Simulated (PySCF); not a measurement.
Sr (strontium, neutral) across methods

[Kr] 4d1 5s1, high-spin 3D determinant (an excited configuration). All numbers are calculated (PySCF 2.14, the spin-free X2C one-electron Hamiltonian (Gaussian nucleus), in aug-cc-pVQZ-X2C (9s8p6d3f2g, 102 functions)).

| method | E (hartree) | mean ε 4p β (eV) | mean ε 5s α (eV) | mean ε 4d α (eV) | Σ⟨r²⟩ (bohr²) | ⟨S²⟩ |
| --- | --- | --- | --- | --- | --- | --- |
| LDA | -3175.04 | -21.647 | -3.652 | -1.330 | 68.14 | 2.000 |
| r2SCAN | -3179.20 | -22.095 | -3.499 | -1.469 | 67.61 | 2.001 |
| PBE0 | -3178.90 | -23.398 | -3.949 | -1.948 | 68.12 | 2.001 |
| M06-2X | -3179.39 | -25.021 | -4.600 | -2.349 | 66.89 | 2.000 |
| PBE | -3178.83 | -21.528 | -3.480 | -1.403 | 68.70 | 2.000 |

(1) Estimate the same row for UHF.

Answers

(1) E (hartree) = -3177.28537; mean ε 4p β (eV) = -28.306; mean ε 5s α (eV) = -5.126; mean ε 4d α (eV) = -3.194; Σ⟨r²⟩ (bohr²) = 71.48; ⟨S²⟩ = 2.002.
